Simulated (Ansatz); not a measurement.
Isomers of ZnN4Cl2H12 (singlet), relaxed with PBE0-D4/def2-SVP; total energies from Ansatz at B2PLYP/def2-TZVP.

```json
{"isomer": "A", "description": "trans-ZnCl2(NH3)4 (ZnN4Cl2H12)", "energy (Eh)": "-2925.57636"}
{"isomer": "B", "description": "cis-ZnCl2(NH3)4 (ZnN₄Cl₂H₁₂)", "energy (Eh)": "-2925.57183"}
```

Correlated methods freeze 23 core orbitals.

Task: Work out the relative energies (1 Eh = 2625.5 kJ/mol) and the Boltzmann populations at 500 K from electronic energies alone (R = 8.314 J/mol/K).

Result: ΔE: A 0.0, B 11.9 kJ/mol. RT = 4.16 kJ/mol. Factors exp(−ΔE/RT): A 1, B 0.0572; sum 1.057. Populations: A 94.6 %, B 5.4 %. Zero-point energy, vibrational entropy and symmetry numbers are left out and can shift these; an error of 4 kJ/mol changes a ratio by a factor of 2.6. Over the other density-functional and correlated levels in def2 sets, the gap between A and B ranges from -7 to 16 kJ/mol.
